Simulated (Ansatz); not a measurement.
Cost and result for the atomization energy of `Fc1ccccn1` (11 atoms, 11 bonds).

```xyz
11

F     0.7938   -1.1387    2.3531
C     0.3605   -0.5264    1.2532
C     0.7844   -1.0104    0.0244
C     0.3154   -0.3513   -1.0953
C    -0.5353    0.7354   -0.9366
C    -0.8790    1.1138    0.3482
N    -0.4356    0.4888    1.4386
H     1.4487   -1.8624   -0.0319
H     0.6111   -0.6824   -2.0841
H    -0.9229    1.2767   -1.7901
H    -1.5411    1.9569    0.5205
```

Total charge 0; spin multiplicity 1. Geometry: relaxed with PBE0-D4/def2-TZVP. Program: Ansatz. All runs use 4 threads of an Arm Neoverse V1 on a shared host. Times are those of one run each, without the atoms' runs, and a repeat can differ threefold. Electronic energies, without spin–orbit coupling; frozen cores. CCSD(T)/CBS adds CCSD(T) − MP2 in def2-TZVPP to the MP2 limit, and its time is that of the two runs behind it. T1 = 0.013; the RHF reference is unstable towards UHF. B3LYP takes the VWN-RPA correlation (the form of Gaussian; ORCA's B3LYP/G).

CCSD(T)/CBS is a level of theory with its own doubt, some kJ/mol a heavy atom from the limit and from the frozen cores, so smaller differences don't rank the functionals.

| level | functions | wall time | atomization (kJ/mol) | difference from CCSD(T)/CBS | per bond |
| --- | --- | --- | --- | --- | --- |
| LDA (SPW92)/def2-TZVPP | 273 | 1.6 s | 6186.5 | 962.2 | 87.5 |
| revPBE-D4/def2-TZVPP | 273 | 2.6 s | 5341.0 | 116.7 | 10.6 |
| PBE0-D4/def2-TZVPP | 273 | 3.4 s | 5348.5 | 124.2 | 11.3 |
| BHLYP-D4/def2-TZVPP | 273 | 3.7 s | 5048.6 | -175.7 | -16.0 |
| B3LYP-D4/def2-TZVPP (with forces) | 273 | 5.5 s | 5269.1 | 44.8 | 4.1 |
| r2SCAN-D4/def2-TZVPP (with forces) | 273 | 6 s | 5293.0 | 68.7 | 6.2 |
| r2SCANh-D4/def2-TZVPP | 273 | 6 s | 5245.1 | 20.8 | 1.9 |
| PBE-QIDH/def2-TZVPP | 273 | 8.5 s | 5264.7 | 40.4 | 3.7 |
| ωB97X-V/def2-TZVPP | 273 | 9 s | 5260.2 | 35.9 | 3.3 |
| CCSD(T)/def2-SVP | 118 | 12 s | 5013.6 | -210.7 | -19.2 |
| MP2/def2-QZVPP | 519 | 35 s | 5353.1 | 128.8 | 11.7 |
| CCSD(T)/def2-TZVPP | 273 | 5.3 min | 5084.7 | -139.6 | -12.7 |
| CCSD(T)/CBS(def2) | – | 5.9 min | 5224.3 | 0.0 | 0.0 |

In def2-TZVPP, CCSD(T) changes the Hartree–Fock value by +1371.6 kJ/mol (the triples alone add +118.0 kJ/mol) and MP2 by +1557.7 kJ/mol; breaking electron pairs costs correlation energy, which Hartree–Fock lacks. From BLYP to BHLYP (50 % exact exchange), in def2-TZVPP and without D4, the atomization energy moves by −226.4 kJ/mol: exact exchange takes away binding that semilocal exchange gives to molecules. At CCSD(T), def2-SVP lies −210.7 kJ/mol from the extrapolated value and def2-TZVPP −139.6 kJ/mol: correlation converges slowly with the basis, and small sets miss more of it in the bonded molecule than in its fragments.
